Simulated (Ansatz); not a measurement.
```xyz
5

Si    0.0000    0.0000    0.0000
F     0.9891    0.9891    0.9891
F     0.9891   -0.9891   -0.9891
F    -0.9891    0.9891   -0.9891
F    -0.9891   -0.9891    0.9891
```

Basis set: cc-pVDZ (spherical functions). Correlated methods keep 9 orbitals frozen. Charge 0, multiplicity 1.

Computed with Ansatz (development build ahead of 0.2.0); each method stands on the lowest determinant of its kind that the runs found. Restricted open shells among the atoms or ions are ROHF, correlated in semicanonical orbitals with singles.

The atomization energy at this shape (free ground-state atoms in the same class of orbitals less the molecule, no zero-point energy) of singlet SiF4:

| method | atomization energy |
| --- | --- |
| RHF-MP2 | 2084.3 kJ/mol |

(1) What does RHF give?

## Answers

(1) 1476.3 kJ/mol. Caution: the shape is not the minimum.
